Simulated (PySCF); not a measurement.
**NMR problem set**

Method: geometry from GFN2-xTB, couplings computed with B3LYP/pcJ-1 (spin–dipole term left out of most H,H and C,H couplings), shieldings: GIAO PBE0/pcSseg-1, in PySCF 2.14.0 with density-fitted response routines (non-relativistic Hamiltonian, averaged over atoms made equivalent by symmetry, fast rotation or ring inversion, isolated molecule, one conformer).

Referencing at the same level of theory: TMS for 1H (σref 31.72) and 13C (σref 186.93). Multiplet labels drop J under 1 Hz and among equivalent protons, and merge close values. Unscaled 3J(H,H) run several per cent high. Splittings of carbon signals by F and P are missing where no couplings were computed. Where no couplings were computed, multiplicities follow the n + 1 count of equivalent neighbours, and m marks all less simple cases (inequivalent or close neighbours, rings, F or P nearby). Shifts are as computed. Against solution values, carbons near 30 ppm lie about +3 ppm off and those near 130 ppm about +5 ppm. Of 1211 compounds with measured shifts, 218 miss one by over three times the rms of a fit or turn the order of signals round; such compounds aren't used in these exercises. OH and NH positions are gas-phase values without hydrogen bonding to other molecules.

Problem. C5H5NO2. 1H NMR (300 MHz, computed): δ 6.75 (dd, J = 18.8, 12.6 Hz, 1H), 6.48 (s, 1H), 6.00 (d, J = 18.8 Hz, 1H), 5.57 (d, J = 12.6 Hz, 1H), 4.87 (br s, 1H). 13C{1H} NMR (computed): δ 165.1 (C), 155.6 (C), 133.1 (CH), 121.2 (CH2), 107.2 (CH). What is it?

Solution. `C=Cc1ncc(O)o1`. Rings plus π bonds: 4 (1 ring in the answer). 5 carbon signals for 5 carbons: no two carbons are equivalent. Carbon types of the structure: 2 × C, 2 × CH, 1 × CH2, leaving 1 H on heteroatoms. δC 165.1: aromatic carbon bearing oxygen; σ withdrawal by the attached heteroatom moves it downfield of the ring CH carbons. δC 133.1: alkene CH; an sp2 carbon of a C=C bond. δC 121.2: terminal =CH2 carbon; the olefinic region. δC 107.2: aromatic CH next to a ring nitrogen; π donation from the O or N substituent raises the electron density at positions ortho and para to it. The protons at 6.00 and 6.75 share a coupling of 18.8 Hz (vicinal, trans across C=C). The protons at 5.57 and 6.75 share a coupling of 12.6 Hz (vicinal, cis across C=C).

This is the structure that produced the data.

Problem. C10H7F. 1H NMR (500 MHz, computed): δ 8.28 (d, 1H), 7.60 (m, 1H), 7.60 (m, 1H), 7.57 (m, 1H), 7.50 (m, 1H), 6.98 (d, 1H), 6.52 (m, 1H). 13C{1H} NMR (computed): δ 162.4 (CH), 147.6 (C), 138.7 (CH), 138.0 (C), 133.5 (CH), 132.5 (C), 131.6 (CH), 131.1 (CH), 130.9 (CH), 126.1 (CH). Identify the compound.

Solution. `F/C=C1/C=Cc2ccccc21`. Rings plus π bonds: 7 (2 rings in the answer). 10 carbon signals for 10 carbons: no two carbons are equivalent. Carbon types of the structure: 3 × C, 7 × CH, which accounts for all hydrogens. δC 162.4, 138.7, 131.6: alkene CH; an sp2 carbon of a C=C bond. δC 147.6, 138.0: substituted aromatic carbon. δC 133.5, 131.1, 130.9, 126.1: aromatic CH; the aromatic region. δC 132.5: fully substituted alkene carbon; an sp2 carbon of a C=C bond.

This is the structure that produced the data.
